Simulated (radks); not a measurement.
Effect of the nuclear size on neutral potassium, [Ar] 4s1. All-electron calculation, Dirac Kohn-Sham, relativistic LDA (MacDonald-Vosko exchange, VWN5 correlation), spin-unpolarised, spherical densities, finite nucleus; Fermi nuclear charge, rms radius 3.4349 fm. Program: a radial shooting solver on a logarithmic mesh with Libxc functionals. The rms radius is varied about that value; shifts are against it.

\begin{tabular}{lrrrrr}
rms radius (fm) & total energy shift (eV) & density at nucleus (e/bohr^3) & 1s1/2 shift (meV) & 2s1/2 shift (meV) & 2p1/2 shift (meV) \\ \hline
3.0227 & -0.00527 & 5154 & -2.22 & -0.171 & 0.028 \\
3.2838 & -0.00201 & 5144 & -0.845 & -0.065 & 0.011 \\
3.4349 & 0 & 5139 & 0.000 & 0.000 & 0.000 \\
3.7372 & 0.00428 & 5129 & 1.80 & 0.139 & -0.022 \\
4.2593 & 0.0125 & 5113 & 5.26 & 0.405 & -0.066 \\
\end{tabular}

Slopes of the eigenvalues against <r^2> in GHz/fm^2, as finite differences over the two radii next to the reference (eigenvalue slopes, not the field-shift constants of lines): 1s1/2 201, 2s1/2 15.5, 2p1/2 -2.50.
